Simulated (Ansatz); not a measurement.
Reactions of `CS[SiH2]O[SiH3]`.

Calculated with Ansatz (gas phase, PBE0-D4/def2-TZVP geometries, no zero-point term in ΔE). CCSD(T)/CBS adds triple-zeta CCSD(T) − MP2 to the extrapolated MP2 energy (def2 sets, frozen cores). This one scheme is used for every species. Elements past krypton have def2 core potentials. For Sn outer-core shells are correlated without core-valence functions, which leaves a few kJ/mol of doubt a bond. Each species was taken in one conformer, which may not be the lowest.

Question: Order these by ΔE at CCSD(T)/CBS, lowest first. (An estimate is asked.)
A. `CS[SiH2]O[SiH3]` + `CC=C=N` → `CC([SiH3])=C=N` + `CS[SiH2]O`
B. `CS[SiH2]O[SiH3]` + `C[SiH](F)[SiH3]` → `F[SiH]([SiH3])[SiH3]` + `CO[SiH2]SC`
C. `CS[SiH2]O[SiH3]` + `C[SiH](O)F` → `CO[SiH](C)F` + `[SiH3]O[SiH2]S`
D. `CS[SiH2]O[SiH3]` + `C[O][Sn][S]C` → `C[S][Sn][O][SiH3]` + `CO[SiH2]SC`
E. `CS[SiH2]O[SiH3]` + `CCC(O)=S` → `CC[SiH2]O[SiH3]` + `CSC(O)=S`
F. `CS[SiH2]O[SiH3]` + `[OH][Al]([OH])[Cl]` → `[OH][Al]([Cl])[O][SiH3]` + `CS[SiH2]O`
G. `CS[SiH2]O[SiH3]` + CH₃OH → `CO[SiH2]SC` + `O[SiH3]`

Answer: D (-16.3 kJ/mol), F (-3.0 kJ/mol), G (+16.3 kJ/mol), C (+42.5 kJ/mol), E (+55.6 kJ/mol), A (+85.4 kJ/mol), B (+209.8 kJ/mol).

Largest T1 diagnostic: 0.016, for `C[O][Sn][S]C`.
